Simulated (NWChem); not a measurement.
System: SiN3H7O; SMILES N[Si](N)(N)O

Parts of the log:

```
             Northwest Computational Chemistry Package (NWChem) 7.3.0
             --------------------------------------------------------

                             Geometry "geometry" -> ""
                             -------------------------

 Output coordinates in angstroms (scale by  1.889725989 to convert to a.u.)

  No.       Tag          Charge          X              Y              Z
 ---- ---------------- ---------- -------------- -------------- --------------
    1 N                    7.0000     1.41209200    -0.96763600     0.33998100
    2 Si                  14.0000     0.02623800    -0.02337600    -0.02772300
    3 N                    7.0000    -0.12502600     1.37730800     0.99073500
    4 N                    7.0000    -1.30755000    -1.10987600     0.14635900
    5 O                    8.0000     0.14880000     0.58272100    -1.58032100
    6 H                    1.0000     2.34612500    -0.70400200     0.05962200
    7 H                    1.0000     1.40309600    -1.65571300     1.07958800
    8 H                    1.0000     0.10061500     1.27398500     1.97336800
    9 H                    1.0000    -0.91627600     2.00195000     0.87767100
   10 H                    1.0000    -1.34498400    -1.90775400    -0.47948700
   11 H                    1.0000    -2.23391100    -0.71386800     0.25752000
   12 H                    1.0000     0.57150100     1.45290900    -1.60753000

 Effective nuclear repulsion energy (a.u.)     261.5002903244

                              NWChem Property Module
                              ----------------------

                                 NWChem DFT Module
                                 -----------------

 Summary of "ao basis" -> "ao basis" (spherical)
 ------------------------------------------------------------------------------
       Tag                 Description            Shells   Functions and Types
 ---------------- ------------------------------  ------  ---------------------
 N                           6-31g*                  6       14   3s2p1d
 Si                          6-31g*                  8       18   4s3p1d
 O                           6-31g*                  6       14   3s2p1d
 H                           6-31g*                  2        2   2s

            General Information
            -------------------
          SCF calculation type: DFT
          Wavefunction type:  closed shell.
          No. of atoms     :    12
          No. of electrons :    50
           Alpha electrons :    25
            Beta electrons :    25
          Charge           :     0
          Spin multiplicity:     1
          Use of symmetry is: off; symmetry adaption is: off
          Maximum number of iterations: 150
          AO basis - number of functions:    88
                     number of shells:    46
          Convergence on energy requested:  1.00D-06
          Convergence on density requested:  1.00D-05
          Convergence on gradient requested:  5.00D-04

              XC Information
              --------------
                         B3LYP Method XC Potential
                     Hartree-Fock (Exact) Exchange  0.200
                        Slater Exchange Functional  0.800 local
                    Becke 1988 Exchange Functional  0.720 non-local
              Lee-Yang-Parr Correlation Functional  0.810
                  VWN I RPA Correlation Functional  0.190 local

             Grid Information
             ----------------
          Grid used for XC integration:  medium
          Radial quadrature: Mura-Knowles
          Angular quadrature: Lebedev.
          Tag              B.-S. Rad. Rad. Pts. Rad. Cut. Ang. Pts.
          ---              ---------- --------- --------- ---------
          N                   0.65       49          10.0       434
          Si                  1.10       88           8.0       590
          O                   0.60       49          10.0       434
          H                   0.35       45          11.0       434
          Grid pruning is: on
          Number of quadrature shells:   599
          Spatial weights used:  Erf1

      Superposition of Atomic Density Guess
      -------------------------------------

 Sum of atomic energies:        -529.94050226

      Non-variational initial energy
      ------------------------------

 Total energy =    -532.297064
 1-e energy   =   -1247.717501
 2-e energy   =     453.920146
 HOMO         =      -0.353840
 LUMO         =       0.051175

   convergence    iter        energy       DeltaE   RMS-Dens  Diis-err
 ---------------- ----- ----------------- --------- --------- ---------
 d= 0,ls=0.0,diis     1   -533.1994498835 -7.95D+02  1.38D-02  9.56D-01
 d= 0,ls=0.0,diis     2   -533.1952368283  4.21D-03  7.30D-03  1.07D+00
 d= 0,ls=0.0,diis     3   -533.2979554346 -1.03D-01  1.44D-03  4.53D-02
 d= 0,ls=0.0,diis     4   -533.3015386543 -3.58D-03  5.59D-04  6.47D-03
 d= 0,ls=0.0,diis     5   -533.3021687332 -6.30D-04  1.02D-04  2.60D-04
  Resetting Diis
 d= 0,ls=0.0,diis     6   -533.3021957471 -2.70D-05  1.76D-05  2.02D-06
 d= 0,ls=0.0,diis     7   -533.3021959886 -2.41D-07  7.47D-06  2.12D-07

         Total DFT energy =     -533.302195988611
      One electron energy =    -1254.143533745406
           Coulomb energy =      512.449348381826
    Exchange-Corr. energy =      -53.108300949409
 Nuclear repulsion energy =      261.500290324378

 Numeric. integr. density =       49.999993918335

                       DFT Final Molecular Orbital Analysis
                       ------------------------------------

 Vector   23  Occ=2.000000D+00  E=-2.499967D-01
              MO Center= -4.9D-01, -2.5D-01,  3.8D-01, r^2= 3.3D+00
   Bfn.  Coefficient  Atom+Function         Bfn.  Coefficient  Atom+Function
  ----- ------------  ---------------      ----- ------------  ---------------
    51      0.337089   4 N  pz               55      0.280989   4 N  pz
    35     -0.253976   3 N  px               50     -0.235048   4 N  py
    39     -0.216555   3 N  px               54     -0.190947   4 N  py
    27      0.156458   2 Si pz               36     -0.151405   3 N  py
     4      0.147973   1 N  py               38     -0.141170   3 N  s

 Vector   24  Occ=2.000000D+00  E=-2.460551D-01
              MO Center=  1.1D-01,  4.2D-01,  6.2D-01, r^2= 3.2D+00
   Bfn.  Coefficient  Atom+Function         Bfn.  Coefficient  Atom+Function
  ----- ------------  ---------------      ----- ------------  ---------------
    36      0.308490   3 N  py               35      0.298799   3 N  px
    40      0.266846   3 N  py               39      0.260303   3 N  px
     5      0.210799   1 N  pz               51      0.191797   4 N  pz
    52      0.192357   4 N  s                 9      0.186997   1 N  pz
     4      0.183389   1 N  py               55      0.147079   4 N  pz

 Vector   25  Occ=2.000000D+00  E=-2.373603D-01
              MO Center=  4.0D-01, -7.8D-01,  2.5D-01, r^2= 3.0D+00
   Bfn.  Coefficient  Atom+Function         Bfn.  Coefficient  Atom+Function
  ----- ------------  ---------------      ----- ------------  ---------------
     5      0.338855   1 N  pz               51     -0.296966   4 N  pz
     4      0.290211   1 N  py                9      0.290531   1 N  pz
     8      0.260822   1 N  py               55     -0.258441   4 N  pz
    35     -0.135680   3 N  px               38     -0.134731   3 N  s
    50      0.132095   4 N  py               63      0.131813   5 O  px

 Vector   26  Occ=0.000000D+00  E= 5.472981D-02
              MO Center= -6.8D-02,  3.5D-01,  1.2D-01, r^2= 6.7D+00
   Bfn.  Coefficient  Atom+Function         Bfn.  Coefficient  Atom+Function
  ----- ------------  ---------------      ----- ------------  ---------------
    38     -0.907884   3 N  s                24      0.887143   2 Si s
    52     -0.751916   4 N  s                 6     -0.731763   1 N  s
    66     -0.530263   5 O  s                82      0.497177   9 H  s
    88      0.460727  12 H  s                80      0.421575   8 H  s
    86      0.403614  11 H  s                78      0.391553   7 H  s

 Vector   27  Occ=0.000000D+00  E= 1.006456D-01
              MO Center=  3.4D-02,  2.2D-01, -1.1D-01, r^2= 6.9D+00
   Bfn.  Coefficient  Atom+Function         Bfn.  Coefficient  Atom+Function
  ----- ------------  ---------------      ----- ------------  ---------------
    52      0.832334   4 N  s                 6     -0.752028   1 N  s
    25      0.592027   2 Si px               88      0.588878  12 H  s
    38      0.584982   3 N  s                66     -0.518035   5 O  s
    78      0.458009   7 H  s                84     -0.421734  10 H  s
    86     -0.414775  11 H  s                82     -0.412196   9 H  s

 Vector   28  Occ=0.000000D+00  E= 1.044973D-01
              MO Center=  4.6D-01, -8.1D-02,  4.8D-02, r^2= 6.9D+00
   Bfn.  Coefficient  Atom+Function         Bfn.  Coefficient  Atom+Function
  ----- ------------  ---------------      ----- ------------  ---------------
     6      1.070315   1 N  s                76     -0.691398   6 H  s
    52      0.639074   4 N  s                38     -0.616119   3 N  s
    26      0.557895   2 Si py               66     -0.485224   5 O  s
    88      0.477891  12 H  s                78     -0.429270   7 H  s
    80      0.412571   8 H  s                86     -0.410610  11 H  s

[...]

 DFT Linear Response polarizability / au
 Frequency  =       0.0773000 / au
 Wavelength =     589.4353558 / nm
              X              Y              Z
 -----------------------------------------------
 X      43.2060549     -0.4909569     -0.4115713
 Y      -0.4909473     44.1309347      0.0254631
 Z      -0.4115667      0.0254617     38.8946821
 -----------------------------------------------
 Eigenvalues =      43.0265627     44.3494481     38.8556608
 Isotropic   =      42.0772239
 Anisotropic =       4.9662938
 -----------------------------------------------

 Magnetic Dipole Response Matrix (nonzero elements):
```

Level: B3LYP/6-31G* (spherical d). Structure relaxed at the B3LYP/6-31G* (spherical d) level. B3LYP is NWChem's, with the RPA form of VWN correlation.

Q: Write an input that gives this output.

A: One answer among several that fit: the input that was run:
```
start job
memory heap 200 mb stack 900 mb global 1100 mb
geometry units angstroms noautosym nocenter noautoz
  N      1.412092    -0.967636     0.339981
  Si     0.026238    -0.023376    -0.027723
  N     -0.125026     1.377308     0.990735
  N     -1.307550    -1.109876     0.146359
  O      0.148800     0.582721    -1.580321
  H      2.346125    -0.704002     0.059622
  H      1.403096    -1.655713     1.079588
  H      0.100615     1.273985     1.973368
  H     -0.916276     2.001950     0.877671
  H     -1.344984    -1.907754    -0.479487
  H     -2.233911    -0.713868     0.257520
  H      0.571501     1.452909    -1.607530
end
basis spherical
  N library 6-31g*
  Si library 6-31g*
  O library 6-31g*
  H library 6-31g*
end
dft
  xc b3lyp
  iterations 150
end
property
  response 1 0.0773
end
task dft property
```
